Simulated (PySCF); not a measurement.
A survey of 33S NMR shifts

Computed data (PySCF 2.14): coordinates at the GFN2-xTB level, PBE0/pcSseg-1 with gauge-including orbitals. One averaged value for each set of equivalent atoms, no relativistic terms, no solvent, single conformer.

Shieldings were converted by a linear fit to measured shifts: 33S: δ = 158.28 − 0.937σ (rms 33.3 ppm, 20 shifts vs sulfate, solution or neat liquid). Occasional misses reach two or three times the rms, and more in compound classes unlike the fitted ones.

**Question.** Give the 33S shifts of `Cc1ccc([S@@](C)=O)s1`, `CS[SiH2][C@H]1CC[SiH2]C1`, `CC/C=C/[SiH2]S[SiH2]C`.

**Answer.** 
```
                                                    compound               environment  δ (ppm)
[CH3:1][c:2]1[cH:3][cH:4][c:5]([S@@:6]([CH3:7])=[O:8])[s:9]1      S6: sulfoxide sulfur      -14
[CH3:1][c:2]1[cH:3][cH:4][c:5]([S@@:6]([CH3:7])=[O:8])[s:9]1  S9: aromatic ring sulfur     -108
                                    CS[SiH2][C@H]1CC[SiH2]C1    sulfur bonded to C, Si     -523
                                       CC/C=C/[SiH2]S[SiH2]C     sulfur bonded to 2 Si     -606
```

**Question.** Match the shifts 159, -69, -249, -332, -499, -585 ppm to `C=CC[SiH2][C@H]([SiH3])SC`, `CS[Si@@H](CF)[C@@H](F)C[SiH3]`, `C=C(C#N)c1nsnc1C`, `C=C(C)[SiH2]S[SiH](C)C`, `C1=CSCC1`, `Fc1cccc2cscc12`.

**Answer.** 159: C=C(C#N)c1nsnc1C (aromatic ring sulfur); -69: Fc1cccc2cscc12 (aromatic ring sulfur); -249: C1=CSCC1 (sulfide sulfur); -332: C=CC[SiH2][C@H]([SiH3])SC (sulfide sulfur); -499: CS[Si@@H](CF)[C@@H](F)C[SiH3] (sulfur bonded to C, Si); -585: C=C(C)[SiH2]S[SiH](C)C (sulfur bonded to 2 Si).
